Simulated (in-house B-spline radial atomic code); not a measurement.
Ionising Pd IX (Pd8+) with different functionals

Computed with a B-spline radial code for spherical atoms: four-component Dirac-Coulomb Hamiltonian, Fermi nucleus of rms radius 4.5318 fm, spin-restricted, spherical fractional occupations for the functionals. The ionisation energy is the difference of two self-consistent energies, [Kr] 4d2 → [Kr] 4d1, without Breit or QED terms; ε is the level of the shell that loses the electron (mean over j). The electron is taken from both j subshells in proportion to 2j + 1, so the result is a j average, not the step between ground levels.

Hybrids are left out here: with spherical fractional occupations of an open shell their exact exchange keeps a self-interaction that integer-occupation calculations don't have.

```csv
method,rung,ΔSCF (eV),-ε(4d) (eV)
LDA VWN5,LDA,140.27,130.16
relativistic LDA,LDA,140.29,130.18
LDA PW92,LDA,140.26,130.15
LDA exchange-only,LDA,138.34,128.25
PBE,GGA,140.07,129.97
PBEsol,GGA,140.04,129.94
BLYP,GGA,?,?
RPBE,GGA,140.04,129.94
PW91,GGA,140.18,130.08
BP86,GGA,140.12,130.02
AM05,GGA,?,?
OLYP,GGA,140.57,130.44
```

**Question.** What does BLYP give?

**Answer.** ΔSCF 139.89 eV, and -ε(4d) = 129.79 eV.

**Question.** What does AM05 give?

**Answer.** ΔSCF 140.07 eV, and -ε(4d) = 129.97 eV.

**Question.** How do they compare with the NIST value?

**Answer.** NIST lists 141 eV ± 2.2 (tabulated theory, ground level to ground level). Errors run from -2.66 to -0.43 eV; all lie within about twice that uncertainty, so the table can't rank the methods.
